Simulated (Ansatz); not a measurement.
```yaml
crystal:
  periodic: [false, false, false]
  atoms:
    - {symbol: B, position_ang: [-0.631967, 1.325189, -0.214735]}
    - {symbol: O, position_ang: [0.422099, 0.701885, 0.380830]}
    - {symbol: C, position_ang: [0.686843, -0.618548, 0.227075]}
    - {symbol: N, position_ang: [-0.224787, -1.476502, 0.199817]}
    - {symbol: H, position_ang: [-1.264403, 0.763421, -1.056079]}
    - {symbol: H, position_ang: [2.063545, -0.495069, 0.478913]}
    - {symbol: H, position_ang: [1.763545, -0.795069, 0.178913]}
    - {symbol: H, position_ang: [0.166224, -2.408811, 0.098029]}
basis:
  gaussian: {orbitals: def2-TZVP, point_charges: [{charge: -1.00, position_ang: [6.078, -0.956, -0.044]}]}
hamiltonian: {xc: {name: r2SCANh}, dispersion: d4}
accuracy: high
output: {forces: true}
```

```sh
$ ansatz run in.yaml --threads 2 --pin off --events-out ev --progress --plain --max-ram 4352MiB
```

It prints (some lines left out):

```
Functional definition: r2SCANh
2677 factors; integrals over basis functions are off by at most 3.8e-9 eV
mean field evaluation 1: about -5296.9289 eV, gradient 5.9e1 eV
mean field evaluation 2: about -5267.1902 eV, gradient 1.2e2 eV
mean field evaluation 4: about -5294.7843 eV, gradient 4.3e1 eV
mean field evaluation 8: about -5304.0747 eV, gradient 6.1e-1 eV
mean field evaluation 16: about -5304.0779 eV, gradient 1.6e-2 eV
mean field -5304.07793445 eV, -194.9212688577 hartree, gradient 6.7e-8 eV, S^2 0.000000; 1 other end points of the search recorded, 0 dependent functions left out
reference -5304.07793520 eV, -194.9212688854 hartree; 15, 15 occupied and 133, 133 virtual orbitals, 2677 factors
Total energy: -5304.10954495 eV, -194.9224305222 hartree
Atom 0 at    -0.631967     1.325189    -0.214735 Å, force    -0.611374     0.548209     1.096759 eV/Å
Atom 1 at     0.422099     0.701885     0.380830 Å, force     1.278464    -0.237146    -0.575834 eV/Å
Atom 2 at     0.686843    -0.618548     0.227075 Å, force    -8.676485     2.419282    -2.515962 eV/Å
Atom 3 at    -0.224787    -1.476502     0.199817 Å, force     1.213535    -1.237742     1.211561 eV/Å
Atom 4 at    -1.264403     0.763421    -1.056079 Å, force     0.271344    -0.224085    -0.472127 eV/Å
Atom 5 at     2.063545    -0.495069     0.478913 Å, force    14.341535    11.837148    13.719940 eV/Å
Atom 6 at     1.763545    -0.795069     0.178913 Å, force    -7.379791   -12.796009   -12.403397 eV/Å
Atom 7 at     0.166224    -2.408811     0.098029 Å, force    -0.241029    -0.279129    -0.069209 eV/Å
Dipole moment:     1.099197    -1.072594    -0.072528 e Å
```

In this input one atom was put on top of another. The calculation finished and met its thresholds. The result belongs to that input, not to the molecule as meant.
